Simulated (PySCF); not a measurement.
Positional isomers: benzothiophene methyl+silyl. Gas-phase values, no solvent. Strings in code marks are SMILES.

These are PBE-D3(BJ)/def2-TZVP // B3LYP-D3(BJ)/def2-SVP (PySCF) values and carry that method's errors. All candidates: neutral, multiplicity 1. Excitations are Tamm–Dancoff values on a coarser integration grid. The basis has no diffuse functions, so Rydberg states are missing or too high.

```
Property               Result
-------------------  --------
LUMO                 -1.90 eV
dipole moment          0.70 D
S1 excitation (TDA)   4.18 eV
```

Question: Identify which member has these values.
A. `Cc1c([SiH3])ccc2ccsc12`
B. `Cc1cc([SiH3])cc2ccsc12`
C. `Cc1cc([SiH3])c2ccsc2c1`
D. `Cc1cc2cccc([SiH3])c2s1`

Answer: C, `Cc1cc([SiH3])c2ccsc2c1`. The others give `Cc1cc2cccc([SiH3])c2s1`: -1.80 eV, 1.80 D, 4.21 eV; `Cc1c([SiH3])ccc2ccsc12`: -1.95 eV, 1.13 D, 4.13 eV; `Cc1cc([SiH3])cc2ccsc12`: -1.79 eV, 1.14 D, 4.24 eV
